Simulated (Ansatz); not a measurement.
Z-matrix (Å, degrees):
```
Ge
Se 1 2.351
H 1 1.550 2 109.3
H 1 1.547 2 104.7 3 -118.1
H 2 1.469 1 92.9 3 -46.6
```

The species carries charge 0 and has multiplicity 2.

Problem. List the ωB97M-V/def2-TZVPP orbital energies in eV (the Gaussian-basis code of Ansatz). (An estimate is asked.)

Solution. The calculation gave: α occupied: -12368.28, -10866.96, -1588.56, -1423.32, -1423.31, -1423.26, -1362.79, -1210.55, -1210.51, -1210.49, -218.02, -174.54, -160.95, -160.87, -160.71, -123.84, -123.76, -123.70, -60.87, -60.85, -60.71, -60.65, -60.63, -36.61, -36.58, -36.53, -36.50, -36.46, -22.58, -17.78, -13.46, -12.05, -11.31, -9.97, -7.97. α empty: 1.58, 1.83, 2.93, 3.21, 5.64, 6.18, 6.39, 6.65. β occupied: -12368.26, -10866.92, -1588.56, -1423.32, -1423.29, -1423.25, -1362.77, -1210.51, -1210.48, -1210.47, -218.00, -174.49, -160.94, -160.85, -160.69, -123.77, -123.70, -123.68, -60.86, -60.83, -60.69, -60.63, -60.61, -36.54, -36.49, -36.48, -36.44, -36.41, -22.42, -17.14, -13.34, -11.79, -10.88, -9.46. β empty: -1.24, 1.78, 1.88, 3.16, 3.48, 5.67, 6.32, 6.49. ⟨S²⟩ = 0.753.
